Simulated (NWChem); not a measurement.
System: GeBr cation, singlet

Program: NWChem. Pople sets run with spherical d functions. Low-valent species are run as closed-shell singlets; no triplet was tried in these runs. This build's default masses of Se (78.918 u) and Br (79.917 u) are each other's, which moves their modes by up to 0.6 %. Each level has its own optimisation; frequencies are unscaled.

For level B3LYP/3-21G:

```
Property                           Result
---------------------------------  ------
r Br–Ge (Å)                         2.306
highest harmonic frequency (cm⁻¹)     330
```

Question: Estimate the same quantities for level B3LYP/6-31G*.

Answer: The r Br–Ge (Å) comes out as 2.235. The highest harmonic frequency (cm⁻¹) is 357.
